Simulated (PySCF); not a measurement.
SMILES c1ccc(cc1)O (C₆H₆O), GFN2-xTB optimised geometry.

```
13

O     -1.34    -2.27     0.00
C     -0.69    -1.07     0.00
C     -1.38     0.14     0.00
C     -0.68     1.33     0.00
C      0.70     1.33     0.00
C      1.39     0.13     0.00
C      0.70    -1.07     0.00
H     -2.29    -2.13     0.00
H     -2.46     0.14     0.00
H     -1.23     2.27     0.00
H      1.24     2.27     0.00
H      2.46     0.12     0.00
H      1.22    -2.01     0.00
```

Density from PBE0/def2-TZVP in PySCF at that geometry.

Minimum of the electron density along straight lines between bonded atoms, close to the bond critical point (lines longer than 1.1 times the sum of covalent radii, or with two minima, are not listed):

```tsv
bond	length / Å	ρ at the minimum / e bohr⁻³	∇²ρ there / e bohr⁻⁵	position (fraction from the first atom)
O1–C2	1.361	0.293	…	0.66
C2–C3	1.389	0.321	-0.96	0.52
C3–C4	1.384	0.320	-0.95	0.50
C4–C5	1.383	0.322	-0.96	0.51
C5–C6	1.386	0.321	-0.95	0.50
C2–C7	1.391	0.321	-0.96	0.52
C6–C7	1.381	0.322	-0.96	0.50
O1–H8	0.965	…	-2.46	0.81
C3–H9	1.083	0.283	-0.99	0.64
C4–H10	1.080	0.288	-1.03	0.65
C5–H11	1.079	0.287	-1.02	0.64
C6–H12	1.080	0.288	-1.03	0.65
C7–H13	1.078	0.287	-1.03	0.65
```

Question: Fill in the missing entries.

Answer: 
- O1–C2, ∇²ρ there / e bohr⁻⁵: -0.55
- O1–H8, ρ at the minimum / e bohr⁻³: 0.360
